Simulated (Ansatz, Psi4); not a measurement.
# Worked example: vertical ionisation energy of C5H12O2 (diethoxymethane)

The species is C5H12O2 (19 atoms), meant as a singlet with charge 0. As SMILES, `CCOCOCC`. The coordinates come from a PBE0-D4/def2-TZVP relaxation. This is one conformer, not always the lowest.

Both states at this one shape; open shells run unrestricted unless said. 1 Eh = 27.2114 eV.

```
                          level  program  singlet C5H12O2 (Eh)  doublet [C5H12O2]+ (Eh)  HOMO of the first (eV)
                       HF/3-21G   Ansatz           -344.117856              -343.792806                  -11.40
PBE/def2-TZVP (density fitting)     Psi4           -347.881049              -347.543667                   -6.13
```

Question: Work out the vertical ionisation energy at each level.

Answer: 
1. HF/3-21G: -343.792806 − (-344.117856) = 0.325050 Eh = 8.85 eV; −ε(HOMO) = 11.40 eV.
2. PBE/def2-TZVP (density fitting): -347.543667 − (-347.881049) = 0.337382 Eh = 9.18 eV; −ε(HOMO) = 6.13 eV.

No measured value is set beside it here; the levels span 8.85 to 9.18 eV. In Hartree–Fock, −ε(HOMO) (Koopmans) exceeds the difference of totals by the orbital relaxation of the ion. In semi-local functionals −ε(HOMO) lies far under the ionisation energy, a result of self-interaction, while the difference of totals does much better. Hartree–Fock favours the state with fewer electron pairs, since it lacks pair correlation.
